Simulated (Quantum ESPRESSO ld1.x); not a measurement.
Q: The mean radii <r> (bohr) of the occupied orbitals of an atom or ion are listed with their occupations. All-electron calculation, scalar-relativistic Kohn-Sham, BLYP, spin-unpolarised, spherical densities, point nucleus. Program: ld1.x of Quantum ESPRESSO 7.5.

| orbital | occ. | <r> |
|---|---|---|
| 1s | 2 | 0.06959 |
| 2s | 2 | 0.3250 |
| 2p | 6 | 0.2899 |
| 3s | 2 | 0.9925 |
| 3p | 6 | 1.057 |
| 3d | 1 | 1.270 |

Name the element and its charge.

A: Z = 22, titanium, charge +3: Ti3+ in [Ar] 3d1. The 1s radius gives Z: for a bare nucleus <r> = (2 gamma + 1)/(2Z) with gamma = sqrt(1 - (Z/c)^2), 0.06759 bohr for Z = 22, and screening makes it slightly larger (0.06959 here). The occupations add up to 19, and the charge is Z minus that.
